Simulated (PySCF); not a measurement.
## Working out the excitation energy of Si²⁺

Si²⁺ [Ne] 3s2 (1S) → Si²⁺ [Ne] 3d2 (3F). Calculation: PySCF 2.14, in x2c-TZVPPall with one added diffuse shell each of s, p, d type (6s6p4d1f, 51 functions); the spin-free X2C one-electron Hamiltonian (Gaussian nucleus). Frozen: [Ne]. Energies in hartree (1 hartree = 27.21139 eV):

```csv
part,Si²⁺ (lower),Si²⁺ (upper)
UHF,-288.592504,-287.290992
CCSD correlation,-0.044525,-0.011525
(T),0.000000,0.000000
```

Question: What does Hartree-Fock give?

Answer: (-287.290992) − (-288.592504) = 1.301512 hartree = 35.416 eV.

Question: What do CCSD and CCSD(T) give?

Answer: The CCSD correlation energies differ by 0.033000 hartree = 0.898 eV and the triples by 0.000000 hartree = 0.000 eV, so CCSD gives 36.314 eV and CCSD(T) 36.314 eV.

The upper state lies above the first ionisation limit, where it may autoionise and the basis confines it.
